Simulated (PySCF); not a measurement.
**C$_{4}$H$_{7}$ClOSi: full NMR table**

```
Formula                               : C4H7ClOSi
SMILES                                : C/C=C(\[SiH3])C(=O)Cl
InChI                                 : InChI=1S/C4H7ClOSi/c1-2-3(7)4(5)6/h2H,1,7H3/b3-2-
Point group of the computed structure : C1
Degrees of unsaturation               : 2
Carbon signals                        : 4
Proton signals                        : 3
```

Bonds (- single, = double, # triple, : aromatic): C1-C2 1.481 Å, C2=C3 1.338 Å, C3-Si4 1.905 Å, C3-C5 1.446 Å, C5=O6 1.191 Å, C5-Cl7 1.792 Å. C1 carries H8, H9, H10; C2 carries H11; Si4 carries H12, H13, H14. Stereochemistry as in C/C=C(\[SiH3])C(=O)Cl.

[PySCF 2.14.0 with density-fitted response routines: PBE0/pcSseg-1 with gauge-including orbitals; GFN2-xTB structure; rapidly exchanging positions averaged; no solvent model; no relativistic terms; one computed conformer]

δ = σ(ref) − σ, references computed at the same level: ¹H (31.72 ppm), ¹³C (186.93 ppm), ²⁹Si (349.16 ppm) against TMS; ¹⁷O (336.08 ppm) vs H2O.

| carbon | δC, type | δH (multiplicity) | HMBC from (2–3 bonds) | span of the C tensor (ppm) |
| --- | --- | --- | --- | --- |
| C1 | 23.4, CH3 | 2.26 (d) | H11 | 32 |
| C2 | 175.2, CH | 8.12 (q) | H12/H13/H14, H8/H9/H10 | 267 |
| C3 | 135.8, C | – | H11, H12/H13/H14, H8/H9/H10 | 161 |
| C5 | 178.2, C | – | H11, H12/H13/H14 | 171 |

Other nuclei:
```csv
atoms,nucleus,environment,δ (ppm),σ (ppm)
H12/H13/H14,¹H,hydrogen on a silicon bonded to C,4.33,27.38
Si4,²⁹Si,"silicon bonded to C, 3 H",-79.7,428.9
O6,¹⁷O,carbonyl oxygen,586.8,-250.7
```

1. Carbon types of the structure: 2 × C, 1 × CH, 1 × CH3, leaving 3 H on heteroatoms.
2. δC 178.2: carbonyl carbon.
3. δC 175.2: β carbon of a C=C–C=O unit; conjugation with the carbonyl draws π density from the β position.
4. δC 135.8: α carbon of a C=C–C=O unit; the olefinic region.
5. δC 23.4: allylic methyl carbon; a saturated carbon with 1 carbon neighbour and no heteroatom attached.
6. δH 2.26: hydrogen on an allylic methyl carbon; allylic position.

Carbons that carry Cl, above all several Cl atoms, come out too deshielded, partly because spin–orbit coupling is missing. Shifts are as computed. Against solution values, carbons near 30 ppm lie about +3 ppm off and those near 130 ppm about +5 ppm; carbons on Cl a further +6 ppm. Of 1211 compounds with measured shifts, 218 miss one by over three times the rms of a fit or turn the order of signals round; such compounds aren't used in these exercises. Unscaled 17O shifts of doubly bonded oxygen tend to come out too high, by tens of ppm or more. Experimental scales use liquid or dissolved standards, which lie at an offset from isolated H2O (liquid H2O: subtract about 36 ppm). Multiplicities follow the n + 1 count of equivalent neighbours, as no J values were calculated; m marks all less simple cases, F and P coupling included.
